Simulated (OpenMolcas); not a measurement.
# Ions of charge +4 along the 4d row with 6 water ligands in octahedral coordination

* Program: OpenMolcas
* Method: SS-CASPT2, IPEA 0.25 Eh, imaginary shift 0.1 Eh
* Spin-orbit coupling: RASSI with atomic mean-field integrals over the reference wave functions

The d shell is active; CASPT2 correlates the ligand valence shells and the outer metal core. Anionic complexes are neutralised by point charges behind the ligands. Distances were set from a Shannon-type radius of the metal (high-spin where two are listed) plus a fixed donor radius (H2O 1.36 Å). Ligand basis ANO-RCC-VDZP, DKH2 Hamiltonian. States (labels of O, taken over from Oh, the nearest higher group). Energies in cm-1 above the lowest state or level, χT in cm3 K/mol; under a threefold ground state the first gap can be a small split of the lowest multiplet, not the spin-orbit step; 10Dq and B are least-squares fits to the states below 45000 cm-1, weighted by degeneracy, with a free offset, and given where the rms deviation is under 5 % of |10Dq| (or 100 cm-1) and under 700 cm-1. Spin-only χT is S(S+1) / 2 for the spin of the ground state.

| Ion | Shell | R (Å) | Metal basis | Ground state | First state of that spin | 10Dq | B (rms of fit) | First gap with spin-orbit (degeneracies) | χT at 300 K | First state of another spin | Spin-only χT |
| --- | --- | --- | --- | --- | --- | --- | --- | --- | --- | --- | --- |
| Nb4+ | 4d1 | 2.04 | ANO-RCC-VTZP | 2T2 | 2E 34290 | 34292 |  | 930 (4, 2) | 0.159 |  | 0.375 |
| Mo4+ | 4d2 | 2.01 | ANO-RCC-VTZP | 3T1 | 3T2 32000 | 32836 | 513 (259) | 26 (2, 3) | 0.399 | 1T2 7030 | 1.000 |
| Tc4+ | 4d3 | 2 | ANO-RCC-VTZP | 4A2 | 4T2 33130 |  |  | 10570 (4, 4) | 1.777 | 2E 10610 | 1.875 |
| Ru4+ | 4d4 | 1.98 | ANO-RCC-VDZP | 3T1 | 3E 27030 |  |  | 800 (1, 3) | 0.984 | 1T2 6370 | 1.000 |
| Pd4+ | 4d6 | 1.98 | ANO-RCC-VTZP | 1A1 | 18190 |  |  | 16540 (1, 2) | 0.021 | 2S+1 = 3: 17080 | 0.000 |

The rows also differ in their metal basis, so part of each step comes from that.

Below the highest spin of the shell: Ru4+, Pd4+. χT departs most from the spin-only value for Mo4+, by -0.601 cm3 K/mol.

Roots that are degenerate in the reference are averaged as groups; the widest CASPT2 spread within a group is 2100 cm-1 (the 3-fold group of multiplicity 1 near 51700 cm-1 above the lowest state of its run, Pd4+). Shifts and gaps below about the spread of the groups concerned are not significant. Over all roots computed the reference weight is 0.70 in Nb4+, 0.69 to 0.70 in Mo4+, 0.68 to 0.69 in Tc4+, 0.66 to 0.69 in Ru4+, 0.52 to 0.67 in Pd4+; the roots of lowest weight are the least certain, and an intruder state may touch them. Ligand-to-metal charge-transfer states are missing. With one d shell and no ligand orbital active, 10Dq can be off by a tenth or more. An orbital triplet at a regular site is open to Jahn-Teller coupling, which can distort the site and quench the lowest spin-orbit gaps and is left out (holds for Nb4+; Mo4+; Ru4+). The least metal-like active orbital is 77 % on the metal (Löwdin) and no ligand orbital is active, so the numbers are rough (holds for Nb4+; Mo4+; Tc4+). With no ligand orbital active B as a rule stays too high, so bands that hang on it stand too high and its fall with covalency is understated (holds for Mo4+; Tc4+; Ru4+; Pd4+). The least metal-like active orbital is 74 % on the metal (Löwdin) and no ligand orbital is active, so the numbers are rough (holds for Ru4+). The least metal-like active orbital is 68 % on the metal (Löwdin) and no ligand orbital is active, so the numbers are rough, and ground spin, moment and any spin crossover can be artefacts of this space; highly charged d ions in such sites are as a rule low spin (holds for Pd4+). No measured value stands beside these numbers; the geometry is a model, was not optimised and need not be the one that this ion takes.

A state without a sure symmetry label is named by its multiplicity alone.
